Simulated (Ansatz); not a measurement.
Calculated with Ansatz (gas phase, PBE0-D4/def2-TZVP geometries, no zero-point term in ΔE). CCSD(T)/CBS adds triple-zeta CCSD(T) − MP2 to the extrapolated MP2 energy (def2 sets, frozen cores). Functionals use def2-TZVPP. Elements past krypton have def2 core potentials. For Br, Ga, Sn outer-core shells are correlated without core-valence functions, which leaves a few kJ/mol of doubt a bond. Scalar relativity is left out up to krypton. One conformer a species, not always the lowest.

Consider the redistribution: `C[O][SnH2][CH]=N` + `[NH2][GaH][Br]` → `C[O][SnH2][Br]` + `N=[CH][GaH][NH2]`.

(1) Is it downhill or uphill in electronic energy at CCSD(T)/CBS, and by how much? (An estimate is asked.)

(2) What do these levels give: BHLYP-D4, BLYP, PBE0, r2SCANh, r2SCAN0, BHLYP, HF/def2-TZVPP, MP2/def2-TZVPP, SCS-MP2/def2-TZVPP, CCSD/def2-TZVPP, HF/CBS(def2), MP2/CBS(def2)? (Estimate.)

(3) What do rigid-rotor, harmonic-oscillator terms from PBE0-D4/def2-TZVP frequencies (298.15 K, 1 bar) make of the CCSD(T)/CBS value? (Best estimate.)

Largest T1 diagnostic among the species: 0.014.

## Answers

(1) The calculation gave: Uphill: ΔE = +4.0 kcal/mol.

(2) Ansatz gave: BHLYP-D4 4.9, BLYP 4.7, PBE0 5.4, r2SCANh 5.6, r2SCAN0 5.7, BHLYP 5.1, HF/def2-TZVPP 4.9, MP2/def2-TZVPP 6.1, SCS-MP2/def2-TZVPP 5.6, CCSD/def2-TZVPP 5.8, HF/CBS(def2) 4.5, MP2/CBS(def2) 4.1 kcal/mol.

(3) Ansatz gave: ΔZPE = 0.0 kcal/mol, ΔH = +4.0 kcal/mol, ΔS = -8 J/(mol·K), ΔG = +4.5 kcal/mol. Modes under 50 cm⁻¹ make the entropy rough.

At CCSD(T), def2-SVP lies +1.2 kcal/mol from the extrapolated value and def2-TZVPP +2.0 kcal/mol. In def2-TZVPP, CCSD(T) changes the Hartree–Fock value by +1.1 kcal/mol (the triples alone add +0.2 kcal/mol) and MP2 by +1.1 kcal/mol. Leaving LDA and LC-ωPBE aside and taking each functional with its dispersion term where it has one, the values, not all of them listed here, spread over 1.2 kcal/mol, from BLYP-D4 to PBE-QIDH. LDA lies +1.0 kcal/mol from PBE without D4.
